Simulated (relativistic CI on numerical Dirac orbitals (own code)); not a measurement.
Line list: Electric-dipole lines, Hf³⁰⁺

These numbers are calculated, not measured: Dirac-Coulomb-Breit CI, KLI orbitals optimised for each configuration, a model potential for QED, unscaled Slater integrals (own radial code, finite nucleus).

Configuration list (outside the closed core [Ar] 3d10): 4s2.4p6.4d6, 4s2.4p5.4d7, 4s2.4p6.4d5.4f, 4s.4p6.4d7, 4s2.4p5.4d6.4f, 4s.4p6.4d6.4f, 4s2.4p6.4d5.5s, 4s2.4p6.4d4.4f.5s, 4s2.4p6.4d5.5d, 4s2.4p6.4d5.6s, 4s.4p6.4d6.5s, 4p6.4d8, 4p5.4d9, 4p5.4d8.4f, 4s2.4p6.4d4.5s2, 4s2.4p6.4d3.4f.5s2, 4s2.4p5.4d4.4f.5s2, 4s.4p6.4d4.4f.5s2. Double excitations out of closed p, d and f shells are left out; levels of such configurations are missing from the list, as are those of other unlisted configurations, and high levels can miss mixing partners.

| λ vac (Å) | Lower | Upper | A (s⁻¹) | E lower (eV) | E upper (eV) |
| --- | --- | --- | --- | --- | --- |
| 51.870 | 4s2.4p6.4d6 5D_4 [1] | 4s2.4p6.4d5.4f 3G°_5 [393] | 1.91e+11 | 0.000 | 239.028 |
| 51.876 | 4s2.4p6.4d6 5D_4 [1] | 4s2.4p6.4d5.4f 3F°_4 [392] | 1.73e+11 | 0.000 | 238.999 |
| 51.983 | 4s2.4p6.4d6 5D_4 [1] | 4s2.4p6.4d5.4f 3H°_5 [389] | 5.73e+11 | 0.000 | 238.507 |
| 52.034 | 4s2.4p6.4d6 5D_4 [1] | 4s2.4p6.4d5.4f 3F°_4 [387] | 3.30e+12 | 0.000 | 238.276 |
| 52.078 | 4s2.4p6.4d6 5D_4 [1] | 4s2.4p6.4d5.4f 5F°_5 [385] | 2.70e+12 | 0.000 | 238.074 |
| 52.125 | 4s2.4p6.4d6 5D_4 [1] | 4s2.4p6.4d5.4f 3D°_3 [383] | 1.36e+11 | 0.000 | 237.860 |
| 52.199 | 4s2.4p6.4d6 5D_4 [1] | 4s2.4p6.4d5.4f 3F°_4 [381] | 1.14e+11 | 0.000 | 237.524 |
| 52.275 | 4s2.4p6.4d6 3P_2 [2] | 4s2.4p6.4d5.4f 3P°_1 [400] | 2.10e+12 | 2.975 | 240.150 |
| 52.404 | 4s2.4p6.4d6 3P_2 [2] | 4s2.4p6.4d5.4f 5P°_2 [396] | 4.17e+11 | 2.975 | 239.568 |
| 52.510 | 4s2.4p6.4d6 5D_4 [1] | 4s2.4p6.4d5.4f 5P°_3 [372] | 3.17e+12 | 0.000 | 236.115 |
| 52.630 | 4s2.4p6.4d6 3P_2 [2] | 4s2.4p6.4d5.4f 3F°_2 [390] | 3.53e+11 | 2.975 | 238.551 |
| 53.079 | 4s2.4p6.4d6 5D_4 [1] | 4s2.4p6.4d5.4f 3G°_4 [353] | 1.35e+11 | 0.000 | 233.585 |
| 53.661 | 4s2.4p6.4d6 3P_2 [2] | 4s2.4p6.4d5.4f 3F°_3 [358] | 8.48e+10 | 2.975 | 234.024 |
| 54.382 | 4s2.4p6.4d6 5D_3 [4] | 4s2.4p6.4d5.4f 5P°_2 [396] | 1.63e+11 | 11.580 | 239.568 |
| 59.822 | 4s2.4p6.4d6 5D_3 [4] | 4s2.4p6.4d5.4f 3F°_4 [238] | 7.35e+10 | 11.580 | 218.836 |
| 60.461 | 4s2.4p6.4d6 3H_6 [7] | 4s2.4p6.4d5.4f 3G°_5 [260] | 1.09e+11 | 15.897 | 220.962 |
| 61.415 | 4s2.4p6.4d6 1I_6 [21] | 4s2.4p6.4d5.4f 3G°_5 [355] | 1.70e+11 | 31.867 | 233.748 |
| 70.023 | 4s2.4p6.4d6 5D_4 [1] | 4s2.4p5.4d7 5P°_3 [43] | 5.98e+10 | 0.000 | 177.061 |
| 71.033 | 4s2.4p6.4d6 3H_6 [7] | 4s2.4p5.4d7 3H°_6 [71] | 3.80e+10 | 15.897 | 190.442 |
| 71.574 | 4s2.4p6.4d6 5D_4 [1] | 4s2.4p5.4d7 3F°_4 [40] | 3.83e+10 | 0.000 | 173.225 |

Terms are leading LS components. Brackets give the number of a level in order of energy, since labels repeat. The list gives strong lines, with weight on those to low levels, without lines whose two gauges differ by over a factor of 2.5, among the lowest 400 of 8057 levels, so that lines to higher ones, which can be the strongest, are missing. Levels whose partners in the same complex of configurations lie outside the list can be far off, and so can their lines. Rates are taken at the computed energies, electric ones in the length gauge.

At this charge energies of transitions that change n are usually good to better than 1 %, and those within a shell (Δn = 0) to a few per cent. Terms inside the open d or f shell come out 10 to 20 % too wide with unscaled integrals.

LS names give the leading component of a level, which can be under half, so a name can repeat, a term be missing and a line seem to break the LS rules.
